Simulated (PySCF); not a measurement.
# SMILES C(C(=C=CC#C)N(C)C)#C, C9H9N

Geometry:
```
atom   x (Å)   y (Å)   z (Å)
  C1   4.041  -1.102  -1.099
  C2   3.215  -0.627  -0.347
  C3   2.259  -0.080   0.561
  C4   1.101   0.432   0.194
  C5  -0.016   0.949  -0.314
  C6  -0.030   2.358  -0.589
  C7  -0.023   3.551  -0.809
  N8  -1.149   0.203  -0.626
  C9  -1.058  -1.212  -0.388
 C10  -2.446   0.796  -0.410
 H11   4.767  -1.518  -1.773
 H12   2.531  -0.107   1.628
 H13  -0.007   4.606  -1.006
 H14  -0.130  -1.605  -0.828
 H15  -1.912  -1.716  -0.865
 H16  -1.057  -1.470   0.691
 H17  -2.431   1.851  -0.714
 H18  -2.772   0.746   0.649
 H19  -3.194   0.272  -1.024
```

Method used: quadratic response CAM-B3LYP/aug-cc-pVDZ first hyperpolarisability, Taylor convention, gas phase in PySCF. Geometry: PBE0-D3(BJ)/def2-SVP.

(1) Give the tensor of the static β(0;0,0) in the axes of these coordinates.

## Answers

(1) In au, Taylor convention; rows are the first index (the induced dipole):
|  | xx | yy | zz | xy | xz | yz |
| --- | --- | --- | --- | --- | --- | --- |
| x | -207.1 | +41.6 | +43.2 | -115.3 | -92.0 | -28.7 |
| y | -115.3 | -51.2 | +10.1 | +41.6 | -28.7 | -4.7 |
| z | -92.0 | -4.7 | -114.6 | -28.7 | +43.2 | +10.1 |

Norm of βᵢ = ⅓ Σⱼ (βᵢⱼⱼ + βⱼᵢⱼ + βⱼⱼᵢ): 290.0 au, hyper-Rayleigh value 140.5 au.
